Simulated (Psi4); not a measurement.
Computed with SAPT0/jun-cc-pVDZ, frozen core (Psi4).

Psi4 input:

```
molecule {
0 1
Si -0.88161051 0.10422203 -0.02208115
C 0.98099874 -0.11597154 0.02457704
H -1.48813859 -0.79082167 -1.03776124
H -1.23372804 1.50388872 -0.36491041
H -1.47877413 -0.21647602 1.29743888
H 1.24480435 -1.14466597 0.27648765
H 1.43167587 0.54082030 0.77075404
H 1.42477233 0.11900415 -0.94450481
--
0 1
C 2.95857005 0.92897615 2.24088703
O 3.61019364 0.03522609 2.44582439
units angstrom
symmetry c1
no_reorient
no_com
}
set basis jun-cc-pvdz
set scf_type df
set freeze_core true
energy('sapt0')
```

Part of the output:

```
    SAPT Results
  --------------------------------------------------------------------------------------------------------
    Electrostatics                 -3.73193862 [mEh]      -2.34182684 [kcal/mol]      -9.79820350 [kJ/mol]
      Elst10,r                     -3.73193862 [mEh]      -2.34182684 [kcal/mol]      -9.79820350 [kJ/mol]

    Exchange                       13.30665297 [mEh]       8.35005080 [kcal/mol]      34.93661255 [kJ/mol]
      Exch10                       13.30665297 [mEh]       8.35005080 [kcal/mol]      34.93661255 [kJ/mol]
      Exch10(S^2)                  13.15119453 [mEh]       8.25249916 [kcal/mol]      34.52845649 [kJ/mol]

    Induction                      -2.22039389 [mEh]      -1.39331820 [kcal/mol]      -5.82964336 [kJ/mol]
      Ind20,r                      -3.96123591 [mEh]      -2.48571306 [kcal/mol]     -10.40022344 [kJ/mol]
      Exch-Ind20,r                  3.23716743 [mEh]       2.03135323 [kcal/mol]       8.49918192 [kJ/mol]
      delta HF,r (2)               -1.49632542 [mEh]      -0.93895837 [kcal/mol]      -3.92860184 [kJ/mol]

    Dispersion                     -3.46016223 [mEh]      -2.17128458 [kcal/mol]      -9.08465469 [kJ/mol]
      Disp20                       -4.05175846 [mEh]      -2.54251682 [kcal/mol]     -10.63789037 [kJ/mol]
      Exch-Disp20                   0.59159623 [mEh]       0.37123224 [kcal/mol]       1.55323568 [kJ/mol]
      Disp20 (SS)                  -2.02587923 [mEh]      -1.27125841 [kcal/mol]      -5.31894518 [kJ/mol]
      Disp20 (OS)                  -2.02587923 [mEh]      -1.27125841 [kcal/mol]      -5.31894518 [kJ/mol]
      Exch-Disp20 (SS)              0.32708084 [mEh]       0.20524632 [kcal/mol]       0.85875061 [kJ/mol]
      Exch-Disp20 (OS)              0.26451539 [mEh]       0.16598591 [kcal/mol]       0.69448506 [kJ/mol]

  Total HF                          7.35432045 [mEh]       4.61490576 [kcal/mol]      19.30876569 [kJ/mol]
  Total SAPT0                       3.89415822 [mEh]       2.44362118 [kcal/mol]      10.22411100 [kJ/mol]
```
